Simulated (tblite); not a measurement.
C6H8F2S (charge -1 and doublet state).
SMILES with atom numbers: `[CH2-:1][C:2]([CH3:3])/[CH:4]=[CH:5]\[S:6][CH:7]([F:8])[F:9]` (hydrogens: H10, H11 on C1; H12, H13, H14 on C3; H15 on C4; H16 on C5; H17 on C7)

Computed geometry: GFN2-xTB, gas phase. This method treats the open shell by occupation alone, without spin polarisation.

Task: Give the optimised bond lengths and angles.

Result: 
```csv
bond,length (Å),order
C1–C2,1.358,single
C2–C3,1.501,single
C2–C4,1.418,single
C4=C5,1.377,double
C5–S6,1.704,single
S6–C7,2.115,single
"C7–F8, C7–F9",1.365,single
C1–H10,1.078,single
C1–H11,1.079,single
"C3–H12, C3–H13, C3–H14",1.089,single
C4–H15,1.088,single
C5–H16,1.086,single
C7–H17,1.098,single
```

Bonds in one row agree within 0.01 Å and their mean is given. Orders are formal, as drawn. A selection of angles:
```csv
angle,degrees
C1–C2–C3,119.3
C1–C2–C4,120.8
C3–C2–C4,119.8
C2–C4–C5,130.8
C4–C5–S6,129.7
C5–S6–C7,101.1
S6–C7–F8,114.1
F8–C7–F9,105.8
```

Dihedral angles: C1–C2–C4–C5 -178° (antiperiplanar); C2–C4–C5–S6 -2° (synperiplanar); C4–C5–S6–C7 90°; C5–S6–C7–F8 -128° (anticlinal). The mirror-image conformer, all signs reversed, is as good.

C1 (carbon bonded to C and 2 H) is planar (angles 121.9°, 121.7° and 116.4°, sum 360.0°, 0.00 Å off the plane of its three neighbours). Of the pairs four or more bonds apart, C3···S6 is among the closest relative to their van der Waals radii: 3.13 Å, 89 % of the sum of Bondi's values. C4 (carbon bonded to 2 C and H) is planar (angles 130.8°, 114.8° and 114.4°, sum 360.0°, 0.00 Å off the plane of its three neighbours). The 2 C–S bonds span 1.704 Å (C5–S6, drawn single) to 2.115 Å (S6–C7, drawn single), a spread of 0.411 Å. C2 (carbon bonded to 3 C) is planar (angles 120.8°, 119.8° and 119.3°, sum 360.0°, 0.00 Å off the plane of its three neighbours). C5 (carbon bonded to C, S and H) is planar (angles 129.7°, 117.0° and 113.2°, sum 360.0°, 0.02 Å off the plane of its three neighbours). The C–C distances run from 1.358 Å (C1–C2, drawn single) to 1.501 Å (C2–C3, drawn single), a spread of 0.143 Å.

Point group: C1 (no symmetry element, even within 0.4 Å). Its GFN2-xTB frequencies are all real (lowest 24 cm⁻¹). Whether the extra electron is bound in the gas phase wasn't checked; a finite basis holds it in any case. Torsions: H–C1–C2–C3 0° and 180°, C1–C2–C4–C5 -178°, C4–C5–S6–C7 90°, C5–S6–C7–F8 -128°.
